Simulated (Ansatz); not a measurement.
Wavefunction ladder for `[AlH2][SiH2]BC[SiH3]`

```xyz
15

Al   -3.241    0.629   -0.371
Si   -1.114    0.995    0.808
B     0.246    0.503   -0.567
C     0.868   -0.898   -0.658
Si    2.462   -0.799    0.368
H    -4.029    1.825   -1.058
H    -3.823   -0.846   -0.499
H    -1.032    2.412    1.265
H    -1.088    0.097    2.002
H     0.576    1.337   -1.365
H     1.198   -1.197   -1.658
H     0.300   -1.707   -0.187
H     2.144   -0.584    1.803
H     3.202   -2.080    0.222
H     3.330    0.311   -0.104
```

Charge 0, multiplicity 1. The geometry is a stationary point of PBE0-D4/def2-TZVP. It is one conformer, not always the lowest. Frozen core, restricted reference, Ansatz. CBS rows extrapolate triple and quadruple zeta; past MP2 they add the triple-zeta difference.

```csv
basis,HF (Eh),MP2 corr.,CCSD corr.,(T),CCSD(T) total
def2-TZVPP,-888.17322,-0.61207,-0.69509,-0.02595,-888.89426
def2-QZVPP,-888.20115,-0.65312,–,–,–
CBS(def2),-888.20500,-0.68352,-0.76653,as TZ,-888.99748
```
